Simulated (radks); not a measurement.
The mean radii <r> (bohr) of the occupied orbitals of an atom or ion are listed with their occupations. All-electron calculation, scalar-relativistic Kohn-Sham, LB94 model potential, spin-polarised, spherical densities, finite nucleus; Fermi nuclear charge, rms radius of each element as measured or else 0.836 A^(1/3) + 0.57 fm. Program: a radial shooting solver on a logarithmic mesh with Libxc functionals.

orbital  occ.      <r>
1s          2  0.02396
2s          2  0.09781

Name the element and its charge. Open shells, if any, are filled with parallel spins first.

Answer. Z = 59, praseodymium, charge +55: Pr55+ in [He] 2s2. The 1s radius gives Z: for a bare nucleus <r> = (2 gamma + 1)/(2Z) with gamma = sqrt(1 - (Z/c)^2), 0.02377 bohr for Z = 59, and screening makes it slightly larger (0.02396 here). The occupations add up to 4, and the charge is Z minus that.
